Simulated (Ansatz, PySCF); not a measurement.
Gas-phase reaction (SMILES): CB(S)S [methyl-bis(sulfanyl)borane] + S (H2S) → SB(S)S + C (CH4); hydrogen sulfide cleaves one B-C bond, a model of a ligand-exchange step.

Each molecule is optimised on its own at B3LYP-D3(BJ)/def2-TZVP (Ansatz, an electronic-structure program), one conformer each, not searched for the lowest. Correlated levels leave the core frozen unless marked. Spin-orbit coupling is left out. No relativistic terms. Basis-set limits of correlation are two-point, X^-3; Hartree-Fock from the larger set. Thermal terms are rigid-rotor harmonic-oscillator values from B3LYP-D3(BJ) frequencies (PySCF) at 298.15 K and 1 atm. 1 Eh = 627.5095 kcal/mol.

```
species  E, CCSD(T)/CBS(cc-pV(T+d)Z,cc-pV(Q+d)Z) (Ansatz) (Eh)  E, wB97X-V/def2-TZVPD (Ansatz) (Eh)  H - E (Eh)  G - E (Eh)
-------  -----------------------------------------------------  -----------------------------------  ----------  ----------
CB(S)S                                              -861.46501                           -862.33043     0.06757     0.03032
S (H2S)                                             -398.96824                           -399.34268     0.01881    -0.00454
SB(S)S                                             -1219.99642                          -1221.17787     0.04033     0.00263
C (CH4)                                              -40.45816                            -40.51531     0.04840     0.02728
```

### Question
Work out ΔE and ΔH, ΔG, ΔS and the equilibrium constant at 298.15 K at the first level, then ΔH at the second.

### Answer

1. ΔE = [(-1219.99642) + (-40.45816)] - [(-861.46501) + (-398.96824)] = -0.02133 Eh = -13.4 kcal/mol at CCSD(T)/CBS(cc-pV(T+d)Z,cc-pV(Q+d)Z).
2. The terms H - E add up to 0.00235 Eh, so ΔH = (-0.02133 + (0.00235))×627.5095 = -11.9 kcal/mol.
3. The terms G - E add up to 0.00413 Eh, so ΔG = -10.8 kcal/mol, and ΔS = (0.00235 - (0.00413))×627509.5/298.15 = -3.7 cal/(mol K).
4. log10 K = -ΔG/(RT ln 10) = 7.9, with RT ln 10 = 1.3642 kcal/mol.
5. At wB97X-V/def2-TZVPD the same steps give ΔE = -12.6 and ΔH = -11.1 kcal/mol, a shift of +0.8 from the first level.
6. These values are not checked against measurement here, since the tables used lack a sound gas-phase enthalpy of formation for at least one species.
